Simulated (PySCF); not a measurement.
Nb (niobium, neutral) across methods

[Kr] 4d3 5s1 5p1, one real determinant (an excited configuration). All numbers are calculated (PySCF 2.14, a scalar-relativistic core potential, in aug-cc-pwCVDZ-PP with ECP28MDF).

| method | E (hartree) | mean ε 4d α (eV) | mean ε 5s α (eV) | mean ε 5p α (eV) | Σ⟨r²⟩ (bohr²) | ⟨S²⟩ |
| --- | --- | --- | --- | --- | --- | --- |
| PBE | -56.5539 | -6.413 | -5.944 | -2.452 | 66.73 | 8.751 |
| r2SCAN | -56.5822 | -6.916 | -6.191 | -2.530 | 65.98 | 8.752 |
| PBE0 | -56.5422 | -7.902 | -6.704 | -3.052 | 66.39 | 8.751 |
| wB97X | -56.5169 | -9.858 | -8.439 | -4.615 | 66.31 | 8.751 |
| B97-3 | -56.5413 | -7.813 | -6.584 | -2.997 | 66.43 | 8.751 |
| LDA | -56.3945 | -6.235 | -6.080 | -2.486 | 66.37 | 8.750 |
| UHF | -56.09354 | -11.538 | -8.648 | -4.761 | 67.21 | 8.755 |
| BP86 | -56.6131 | -6.490 | -6.082 | -2.541 | 66.34 | 8.751 |

⟨L²⟩ = 13.56 against 20 for a pure G term, so this real determinant mixes terms. Energies and moments cover only the electrons outside the core potential.
